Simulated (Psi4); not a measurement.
Computed with SAPT0/jun-cc-pVDZ, frozen core (Psi4 1.11).

Psi4 input:

```
molecule {
0 1
C -1.13405993 -0.16363599 -0.24967579
O 0.17619195 -0.55597468 -0.58901477
C 1.15364707 0.10180694 0.18417476
H -1.28514032 0.91248136 -0.40910461
H -1.36307383 -0.39323283 0.79966368
H -1.81760091 -0.71717283 -0.89167453
H 1.03254715 -0.11517833 1.25400304
H 2.12725918 -0.25949898 -0.14345281
H 1.11022965 1.19040533 0.04508103
--
0 1
B 0.50341920 -0.30022332 -2.50315668
H 0.34973701 0.87419911 -2.39407114
H 1.58662870 -0.77318487 -2.36994070
H -0.42587390 -1.00153401 -2.74680543
units angstrom
symmetry c1
no_reorient
no_com
}
set basis jun-cc-pvdz
set scf_type df
set freeze_core true
energy('sapt0')
```

Part of the output:

```
    SAPT Results
  --------------------------------------------------------------------------------------------------------
    Electrostatics                -47.57013404 [mEh]     -29.85070978 [kcal/mol]    -124.89536972 [kJ/mol]
      Elst10,r                    -47.57013404 [mEh]     -29.85070978 [kcal/mol]    -124.89536972 [kJ/mol]

    Exchange                       71.95177864 [mEh]      45.15042275 [kcal/mol]     188.90936880 [kJ/mol]
      Exch10                       71.95177864 [mEh]      45.15042275 [kcal/mol]     188.90936880 [kJ/mol]
      Exch10(S^2)                  70.24504381 [mEh]      44.07943048 [kcal/mol]     184.42833712 [kJ/mol]

    Induction                     -26.23702661 [mEh]     -16.46398276 [kcal/mol]     -68.88530387 [kJ/mol]
      Ind20,r                     -41.55557187 [mEh]     -26.07651504 [kcal/mol]    -109.10413891 [kJ/mol]
      Exch-Ind20,r                 27.97939511 [mEh]      17.55733550 [kcal/mol]      73.45989174 [kJ/mol]
      delta HF,r (2)              -12.66084985 [mEh]      -7.94480323 [kcal/mol]     -33.24105670 [kJ/mol]

    Dispersion                    -13.95166442 [mEh]      -8.75480160 [kcal/mol]     -36.63008989 [kJ/mol]
      Disp20                      -17.74915572 [mEh]     -11.13776337 [kcal/mol]     -46.60040193 [kJ/mol]
      Exch-Disp20                   3.79749130 [mEh]       2.38296177 [kcal/mol]       9.97031204 [kJ/mol]
      Disp20 (SS)                  -8.87457786 [mEh]      -5.56888168 [kcal/mol]     -23.30020096 [kJ/mol]
      Disp20 (OS)                  -8.87457786 [mEh]      -5.56888168 [kcal/mol]     -23.30020096 [kJ/mol]
      Exch-Disp20 (SS)              1.99498281 [mEh]       1.25187061 [kcal/mol]       5.23782665 [kJ/mol]
      Exch-Disp20 (OS)              1.80250849 [mEh]       1.13109115 [kcal/mol]       4.73248539 [kJ/mol]

  Total HF                         -1.85538201 [mEh]      -1.16426979 [kcal/mol]      -4.87130479 [kJ/mol]
  Total SAPT0                     -15.80704643 [mEh]      -9.91907139 [kcal/mol]     -41.50139468 [kJ/mol]
```
